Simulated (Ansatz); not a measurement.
Start from `C[N]=[V]([NH2])([NH2])[NH2]` and change one atom or group to get `[NH]=[V]([NH2])([NH2])[NH2]`.

Ansatz, PBE0-D4/def2-TZVP geometries, multiplicity 1. Each molecule was computed in one conformer, which needn't be the lowest.

Scalar relativity is left out up to krypton.

```tsv
property	`C[N]=[V]([NH2])([NH2])[NH2]`
size of the dipole moment (ωB97M-V/def2-TZVPP) / D	0.51
ideal-gas entropy at 298 K and 1 bar (rigid rotor, harmonic PBE0-D4/def2-TZVP) / J/(mol·K)	402
HOMO–LUMO gap (PBE/def2-TZVPP) / eV	3.59
HOMO–LUMO gap (PBE0/def2-TZVPP) / eV	5.76
LUMO energy (B3LYP/def2-TZVPP) / eV	-1.00
HOMO–LUMO gap (ωB97M-V/def2-TZVPP) / eV	10.15
```

What does the change do to each property? (An estimate is asked.)

Computed: 
```csv
property,`[NH]=[V]([NH2])([NH2])[NH2]`,shift
size of the dipole moment (ωB97M-V/def2-TZVPP) / D,0.34,-0.17
"ideal-gas entropy at 298 K and 1 bar (rigid rotor, harmonic PBE0-D4/def2-TZVP) / J/(mol·K)",363,-39
HOMO–LUMO gap (PBE/def2-TZVPP) / eV,3.28,-0.31
HOMO–LUMO gap (PBE0/def2-TZVPP) / eV,5.57,-0.19
LUMO energy (B3LYP/def2-TZVPP) / eV,-1.61,-0.61
HOMO–LUMO gap (ωB97M-V/def2-TZVPP) / eV,10.10,-0.05
```

With PBE0 the HOMO falls by 0.41 eV and the LUMO falls by 0.60 eV, so the gap narrows by about 0.19 eV. PBE moves the HOMO by -0.34 eV and ωB97M-V by -0.46 eV. The zero-point energy changes by -73.4 kJ/mol with -9 modes. Dipoles are sizes alone; their direction can turn.

B3LYP here is the variant with VWN-RPA as its local correlation; programs differ in this.
